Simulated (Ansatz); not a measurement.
Geometry optimisation, RKS PBE/STO-3G (Ansatz 0.2.0).

Input:

```yaml
crystal:
  periodic: [false, false, false]
  atoms:
    - { symbol: C, position_ang: [-0.7994, -0.8845, 1.3244] }
    - { symbol: Si, position_ang: [0.3419, 0.4498, 0.7271] }
    - { symbol: Cl, position_ang: [2.2306, -0.0172, 1.2808] }
    - { symbol: C, position_ang: [0.5372, -0.0908, -1.498] }
    - { symbol: C, position_ang: [0.2155, 1.1945, -0.8819] }
    - { symbol: Cl, position_ang: [-1.3302, 1.9841, -1.2591] }
    - { symbol: H, position_ang: [-0.5632, -1.826, 0.9244] }
    - { symbol: H, position_ang: [-1.8296, -0.5908, 0.9854] }
    - { symbol: H, position_ang: [-0.8454, -0.8878, 2.4472] }
    - { symbol: H, position_ang: [1.471, -0.5051, -1.4749] }
    - { symbol: H, position_ang: [-0.3323, -0.8491, -1.4835] }
    - { symbol: H, position_ang: [0.9807, 1.9675, -1.0578] }
basis:
  gaussian: { orbitals: STO-3G }
hamiltonian:
  xc: pbe
relax:
  f_tol: 0.02
  max_steps: 40
scf:
  lower_state_search: "off"
output:
  orbitals: {}
```

Command:

```bash
$ ansatz run input.yaml --threads 1 --pin off --max-ram 2048MiB --backend cpu --events-out ev --progress --plain --runs-dir out
```

Task: Where does it end, and by what steps?

Result: The forces met the threshold. Limits of this set-up: minimal basis. After 13 steps the energy has fallen by 2.588 eV; H7 moved furthest, 0.65 Å.

| step | energy less start (eV) | largest force component (eV/Å) | accepted |
| --- | --- | --- | --- |
| 0 | 0.0000 | 5.837 | yes |
| 1 | -1.0906 | 2.167 | yes |
| 2 | -1.6158 | 2.083 | yes |
| 3 | -1.9618 | 3.597 | yes |
| 4 | -2.3361 | 1.524 | yes |
| 5 | -2.5272 | 0.569 | yes |
| 6 | -2.5471 | 0.338 | yes |
| 7 | -2.5656 | 0.247 | yes |
| 8 | -2.5851 | 0.117 | yes |
| 9 | -2.5869 | 0.067 | yes |
| 10 | -2.5857 | 0.126 | no |
| 11 | -2.5880 | 0.034 | yes |
| 12 | -2.5883 | 0.042 | yes |
| 13 | -2.5885 | 0.017 | yes |

```xyz
12
Properties=species:S:1:pos:R:3
C -0.883 -0.889 1.422
Si 0.516 -0.101 0.455
Cl 2.334 -0.018 1.515
C 0.585 -0.179 -1.395
C 0.223 1.241 -0.798
Cl -1.444 1.924 -1.163
H -0.726 -1.976 1.540
H -1.831 -0.725 0.879
H -0.971 -0.438 2.425
H 1.527 -0.218 -1.964
H -0.238 -0.703 -1.908
H 0.983 2.026 -0.973
```

Whether the end is a true minimum wasn't checked by a vibrational analysis.

Time of the run: 39 s on 1 thread of Arm Neoverse V1, with other jobs on the host, peak memory 0.12 GiB.
